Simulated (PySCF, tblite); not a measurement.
Problem. Give a GFN2-xTB geometry of `C=CP(C(C)C)COC`.

Solution. 
```
atom  x, y, z in Å
C1    -1.087    2.864    0.911
C2    -0.347    1.864    0.461
P3    -0.601    0.136    0.990
C4     1.213   -0.326    1.063
O5     1.847   -0.052   -0.158
C6     3.212   -0.372   -0.151
C7    -0.999   -0.563   -0.712
C8    -0.944   -2.085   -0.683
C9    -2.385   -0.081   -1.127
H10   -0.938    3.882    0.586
H11   -1.880    2.701    1.623
H12    0.453    2.026   -0.253
H13    1.299   -1.393    1.325
H14    1.671    0.251    1.885
H15    3.599   -0.123   -1.138
H16    3.753    0.203    0.611
H17    3.368   -1.442    0.043
H18   -0.250   -0.180   -1.414
H19    0.064   -2.435   -0.474
H20   -1.250   -2.491   -1.646
H21   -1.613   -2.477    0.082
H22   -2.429    1.007   -1.143
H23   -2.633   -0.452   -2.121
H24   -3.137   -0.443   -0.428
```

Any rigid rotation of these coordinates is as good. Atoms count from 1 in this order. Of the pairs four or more bonds apart, O5···H18 is among the closest relative to their van der Waals radii: 2.45 Å, 90 % of the sum of Bondi's values. P3 (phosphine phosphorus) is pyramidal (angles 98.6°, 96.8° and 96.3°, sum 291.7°, 0.93 Å off the plane of its three neighbours). The C–C distances run from 1.323 Å (C1=C2, drawn double) to 1.525 Å (C7–C9, drawn single), a spread of 0.202 Å. The 3 C–P bonds span 1.825 Å (C2–P3, drawn single) to 1.883 Å (P3–C7, drawn single), a spread of 0.058 Å.

Bonds between heavy atoms (Å): C1=C2 1.323, C2–P3 1.825, P3–C4 1.873, C4–O5 1.403, O5–C6 1.402, P3–C7 1.883, C7–C8 1.524, C7–C9 1.525.

Structure optimised with GFN2-xTB, isolated species.

Point group: C1 (no symmetry element, even within 0.4 Å). Its GFN2-xTB frequencies are all real (lowest 26 cm⁻¹). One conformer, not necessarily the lowest (C1–C2–P3–C4 -142°, C2–P3–C4–O5 -55°, P3–C4–O5–C6 180°, C2–P3–C7–C8 166°). 3 starts were optimised and ended at 0.00, 1.37 and 1.54 kcal/mol (GFN2-xTB); the lowest of these is shown.

These are computed values.
